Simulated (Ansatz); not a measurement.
Computed with Ansatz on PBE0-D4/def2-TZVP structures; ΔE is electronic, products minus reactants. CBS: MP2 limit from def2 TZ/QZ plus the TZ coupled-cluster correction, frozen cores. This one scheme is used for every species. One conformer a species, not always the lowest.

Reaction (ligand exchange at a B–C bond): `CB(C)CCl` + HCl → `CB(C)Cl` + `CCl`

`CB(C)CCl`:

```xyz
13

C    -0.640    0.861   -1.159
B    -0.013   -0.027   -0.035
C     1.153   -1.034   -0.308
C    -0.620    0.051    1.422
Cl    0.474    1.359    2.021
H    -1.425    0.256   -1.636
H     0.059    1.137   -1.951
H    -1.133    1.761   -0.784
H     0.685   -1.980   -0.618
H     1.749   -1.265    0.578
H     1.817   -0.738   -1.122
H    -0.467   -0.808    2.073
H    -1.638    0.426    1.518
```

HCl:

Cartesian coordinates in Å:
```
Cl 0.590 -0.144 0.200
H -0.590 0.144 -0.200
```

`CB(C)Cl`:

```xyz
10

C    -0.779    0.516    1.030
B    -0.378   -0.241   -0.271
C     1.079   -0.325   -0.814
Cl   -1.656   -1.056   -1.187
H    -0.095    1.336    1.265
H    -0.695   -0.202    1.858
H    -1.808    0.878    1.033
H     1.279   -1.213   -1.415
H     1.226    0.542   -1.474
H     1.827   -0.235   -0.023
```

`CCl`:

```xyz
5

C    -0.095   -0.004    0.110
Cl    1.065    0.039   -1.230
H     0.397   -0.427    0.983
H    -0.942   -0.621   -0.182
H    -0.424    1.012    0.319
```

| species | CCSD(T)/CBS(def2) energy (Eh) |
| --- | --- |
| `CB(C)CCl` | -603.56634 |
| HCl | -460.38127 |
| `CB(C)Cl` | -564.35192 |
| `CCl` | -499.63220 |

**Question.** Work out ΔE.

**Answer.** ΔE = (-564.35192) + (-499.63220) − (-603.56634) − (-460.38127) = -0.03651 Eh = -95.9 kJ/mol.

Largest T1 diagnostic among the species: 0.010.

In def2-TZVPP, CCSD(T) changes the Hartree–Fock value by +15.9 kJ/mol (the triples alone add +1.2 kJ/mol) and MP2 by +12.8 kJ/mol. The D4 term adds +6.5 kJ/mol with B3LYP and +3.8 kJ/mol with PBE0; it sums over pairs of atoms, weighted by their polarisabilities, and B3LYP, whose exchange is more repulsive, gets the larger term.

B3LYP here is the variant with VWN-RPA as its local correlation; programs differ in this.
